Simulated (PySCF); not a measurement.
Radial density of F⁺ (fluorine, charge +1)

UHF, [He] 2s2 2p4, high-spin 3P determinant. Computed with PySCF 2.14 in dyall-av2z, with the non-relativistic Hamiltonian (point nucleus).

```tsv
r (bohr)	4πr²ρ (e/bohr)	4πr²(ρα − ρβ)
0.00314	0.05259	0.0000
0.00528	0.1437	0.0001
0.00888	0.3799	0.0002
0.0149	0.9656	0.0005
0.0251	2.274	0.0014
0.0423	4.743	0.0043
0.0711	8.039	0.0179
0.120	9.734	0.0830
0.201	7.077	0.3394
0.338	4.018	1.0503
0.569	5.495	1.9446
0.957	5.069	1.6264
1.61	1.474	0.4335
2.71	0.08624	0.0186
4.56	0.0004378	0.0001
```
